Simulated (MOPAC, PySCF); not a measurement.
C9H6BNS, SMILES `Bc1ccc(C#N)c2ccsc12`, neutral singlet in the gas phase. 

Cartesian coordinates (Å):
SMILES: c1cc(c2c(ccs2)c1C#N)B
```xyz
18

B     -2.0112     2.1460    -0.7864
C     -1.2508     0.8812    -0.3376
C     -1.9517    -0.2879     0.0285
C     -1.3053    -1.4573     0.4414
C      0.0957    -1.5028     0.5052
C      0.7681    -2.6908     0.9250
N      1.3354    -3.6512     1.2651
C      0.8598    -0.3593     0.1499
C      2.2812    -0.1899     0.1427
C      2.6410     1.0646    -0.2637
S      1.2887     2.0816    -0.6503
C      0.1629     0.8087    -0.2644
H     -1.4118     3.1464    -1.1001
H     -3.2174     2.1322    -0.8235
H     -3.0446    -0.2722    -0.0147
H     -1.8804    -2.3441     0.7175
H      2.9895    -0.9700     0.4279
H      3.6510     1.4648    -0.3623
```
Charge 0, multiplicity 1.

All levels are single points at this geometry (r2SCAN-D4/def2-SVP); Pople sets use spherical d functions. Orbital energies aren't observables, and empty levels follow the basis.

```tsv
level	HOMO (eV)	LUMO (eV)	gap (eV)	dipole (D)	vertical IE, Delta-SCF (eV)
PBE-D3(BJ)/def2-TZVP in PySCF	-6.17	-3.75	2.42	2.46	8.49
r2SCAN-D4/def2-TZVP in PySCF	-6.33	-3.62	2.70	2.61	8.56
B3LYP/6-311+G** in PySCF	-6.89	-3.15	3.74	2.74	–
B3LYP/6-31G* in PySCF	-6.60	-2.80	3.80	2.34	8.40
M06-2X/6-31G* in PySCF	-7.83	-1.92	5.90	2.51	–
HF/3-21G in PySCF	-8.83	0.54	9.37	2.25	–
HF/6-31G* in PySCF	-8.65	0.64	9.28	2.83	–
HF/STO-3G in PySCF	-6.61	3.86	10.46	2.66	–
PM3 in MOPAC	-9.27	-1.71	7.57	1.17	–
```
